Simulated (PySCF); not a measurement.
## Electron correlation in Zr (zirconium, neutral)

[Kr] 4d1 5s2 5p1, one real determinant (an excited configuration). All numbers are calculated (PySCF 2.14, a scalar-relativistic core potential, in aug-cc-pVDZ-PP with ECP28MDF (5s5p4d2f, 54 functions)). Frozen: 4s2 4p6; 4 electrons correlated.

MP2 pair energies summed by pair of shells (mhartree):

```csv
pair,energy,share (%)
5s-5p,-14.82,37.8
5s-5s,-14.47,36.9
4d-5s,-8.33,21.2
4d-5p,-1.62,4.1
```

Total MP2 correlation energy: -39.24 mhartree.

Same-spin part -6.29 and opposite-spin part -32.95 mhartree; SCS-MP2 scales them by 1/3 and 6/5 to -41.63 mhartree.

The reference is one real determinant that mixes LS terms of this configuration.
